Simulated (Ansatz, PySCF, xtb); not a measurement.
Complex: H2O (SMILES O) (first 3 atoms) with H2Se (SMILES [SeH2]); geometry from B3LYP-D3(BJ)/def2-TZVP, rigid monomers moved along the line of their centres of mass till O1···Se4 is 2.86 Å.
(charge 0, multiplicity 1):
| atom | x (Å) | y (Å) | z (Å) |
|---|---|---|---|
| O | -0.0328 | -0.3862 | 0.2230 |
| H | 0.7161 | 0.2023 | 0.0794 |
| H | -0.7987 | 0.1917 | 0.3087 |
| Se | 0.4357 | -0.1829 | 3.0349 |
| H | 0.3940 | -1.5819 | 2.5973 |
| H | 0.6941 | -0.5674 | 4.4333 |

Interaction energies are E(AB) − E(A) − E(B) at the monomers' geometry in the complex; basis-set methods are counterpoise corrected. Rows marked so take none.

Rows in 6-31G*, STO-3G carry no dispersion term and start afresh at each structure (6-31G* with six Cartesian d functions); the Pople sets are all-electron and without relativity.

The values were computed with Ansatz (a quantum-chemistry and plane-wave program) with Gaussian orbitals; PySCF for 6-31G* rows, STO-3G rows, the dispersion terms; xtb for the GFN methods. Each number belongs to the level named beside it.

### Question
One of these levels gives 0.58 kcal/mol for the interaction energy. Which?
A. HF/STO-3G (no counterpoise)
B. r2SCAN-D4/def2-TZVPPD
C. GFN1-xTB
D. BP86/6-31G* (no counterpoise)

### Answer
A, HF/STO-3G (no counterpoise). The others give -0.79 (GFN1-xTB), -3.50 (BP86/6-31G* (no counterpoise)), -1.25 (r2SCAN-D4/def2-TZVPPD)
